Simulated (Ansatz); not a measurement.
Frontier orbitals of C3H9NS2W (`C[N](C)[W]([CH3])(=[S])=[S]`).

Z-matrix (Å, degrees):
```
W
C 1 2.111
N 1 1.914 2 104.0
S 1 2.131 2 105.8 3 -119.4
C 1 2.980 2 103.7 3 -24.6
C 1 2.979 2 103.6 3 24.6
S 1 2.131 2 105.8 3 119.4
H 2 1.093 1 110.0 3 -179.9
H 2 1.094 1 110.0 3 -60.2
H 2 1.094 1 110.0 3 60.3
H 5 1.096 1 121.2 2 171.8
H 5 1.088 1 78.7 2 -83.0
H 5 1.096 1 124.6 2 22.3
H 6 1.096 1 124.6 2 -22.6
H 6 1.096 1 121.2 2 -172.2
H 6 1.088 1 78.7 2 82.6
```

Total charge 0; spin multiplicity 1. Correlated methods include outer-core shells of W, which these sets cover unevenly. W: def2 effective core potential. The structure was optimised at the PBE0-D4/def2-TZVP level. It is one conformer, not always the lowest. Basis def2-TZVPP, Ansatz.

```tsv
functional	HOMO (eV)	LUMO (eV)	gap (eV)
LDA (SPW92)	-5.96	-3.13	2.83
PBE	-5.82	-2.96	2.86
revPBE	-5.76	-2.90	2.86
B97M-V	-6.15	-2.85	3.30
PBE0	-6.93	-2.26	4.67
HSE06 (plane-wave form)	-6.54	-2.63	3.91
CAM-B3LYP	-8.12	-1.20	6.92
ωB97X-V	-9.10	-0.26	8.84
ωB97M-V	-8.95	-0.28	8.67
HF	-9.36	1.07	10.43
```

From PBE to PBE0 the HOMO moves by −1.11 eV and the LUMO by +0.71 eV, and with ωB97M-V by −3.13 and +2.68 eV, so the gap grows from 2.86 to 8.67 eV with exact exchange.
